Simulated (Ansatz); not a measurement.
**Ligand exchange: C4H7N + Si(CH3)3(OH) → C3H5NO + Si(CH3)4**

Species: C4H7N (butyronitrile) `CCCC#N`, singlet; Si(CH3)3(OH) (trimethylsilanol), singlet; C3H5NO (3-hydroxypropionitrile) `N#CCCO`, singlet; Si(CH3)4 (tetramethylsilane), singlet. The partners trade CH3 for OH: C–CH3 and Si–OH bonds give way to C–OH and Si–CH3.

Shapes, held fixed at every level: PBE0-D4/def2-TZVP. Flexible molecules stand in one conformer, not always the lowest. Programs: Ansatz 0.2.0. Electronic energies: no zero-point or thermal term.

| level | kind | ΔE (kJ/mol) | less CCSD(T)/CBS estimate |
| --- | --- | --- | --- |
| B3LYP-D4/def2-TZVPP | global hybrid | +145.3 | -5.4 |
| r2SCAN0-D4/def2-TZVPP | global hybrid | +148.9 | -1.8 |
| wB97M-V/def2-TZVPP | range-separated hybrid | +146.6 | -4.1 |
| B2PLYP/def2-TZVPP | double hybrid | +150.3 | -0.4 |
| MP2/def2-SVP | perturbation theory | +142.7 | -8.0 |
| MP2/def2-TZVPP | perturbation theory | +154.3 | +3.6 |
| CCSD/def2-TZVPP | coupled cluster or CI | +150.3 | -0.4 |
| CCSD(T)/CBS estimate | coupled cluster or CI | +150.7 | 0.0 |

The highest level, CCSD(T)/CBS estimate, gives ΔE = +150.7 kJ/mol; the levels span +142.7 to +154.3. The column of differences is taken from that level and isn't an error. No measured value is set beside it here. The CBS estimate extrapolates MP2 from def2-TZVPP and def2-QZVPP and adds CCSD(T) − MP2 in the triple-zeta set, cores frozen.
